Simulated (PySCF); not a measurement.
Predicted microwave data (PySCF, PBE0-D3(BJ)/def2-SVP geometry optimisation, gas phase) for one isomer of C6H5F:

* Rotational constants: A = 7012, B = 1718, C = 1527 MHz
* Dipole components: |μa| = 0.56 D, |μb| = 1.07 D, |μc| = 0.00 D
* Inertial defect: -35.41 u·Å²
* κ: -0.93

Question: Which structure is it? (One computed conformer of each.)
A. `FC1=C[C@@H]2C=C[C@H]12`
B. `C#C[C@@H]1C/C1=C/F`
C. `C#C[C@H]1[C@@H]2[C@H]1[C@H]2F`
D. `FC=C1C=CC=C1`
E. `C(#C)C(=C=CF)C`
F. `CC#CC1(F)C=C1`

Answer: C. It is C#C[C@H]1[C@H]2[C@H](F)[C@@H]12, a near-prolate asymmetric top, point group Cs. The candidates at the same level (rigid rotor, commonest isotopes):

| SMILES | A (MHz) | B (MHz) | C (MHz) | μa (D) | μb (D) | μc (D) | Δ (u·Å²) | point group | rotor |
| --- | --- | --- | --- | --- | --- | --- | --- | --- | --- |
| C#C[C@H]1[C@H]2[C@H](F)[C@@H]12 | 7012 | 1718 | 1527 | 0.56 | 1.07 | 0.00 | -35.41 | Cs | near-prolate asymmetric top |
| FC1=C[C@@H]2C=C[C@H]12 | 6133 | 2476 | 2035 | 1.23 | 0.28 | 0.24 | -38.25 | C1 | asymmetric top |
| CC#CC1(F)C=C1 | 6347 | 1457 | 1287 | 0.72 | 2.27 | 0.01 | -33.96 | – | near-prolate asymmetric top |
| C#C[C@@H]1C/C1=C/F | 4364 | 1818 | 1378 | 0.00 | 1.69 | 0.39 | -27.02 | C1 | asymmetric top |
| C#CC(C)=C=CF | 4653 | 1428 | 1152 | 1.26 | 0.77 | 0.91 | -23.63 | C1 | asymmetric top |
| FC=C1C=CC=C1 | 7453 | 1936 | 1537 | 0.15 | 1.02 | 0.00 | 0.00 | Cs | asymmetric top |

`FC1=C[C@@H]2C=C[C@H]12` has B 44 % too high; `C#C[C@@H]1C/C1=C/F` has A 38 % too low; `FC=C1C=CC=C1` has B 13 % too high; `CC#CC1(F)C=C1` has C 16 % too low; `C#CC(C)=C=CF` has A 34 % too low. In the right answer the mirror of this Cs structure is the ab plane, so μc vanishes by symmetry (the 0.01 D computed is a residue). No structure here is proved a minimum.
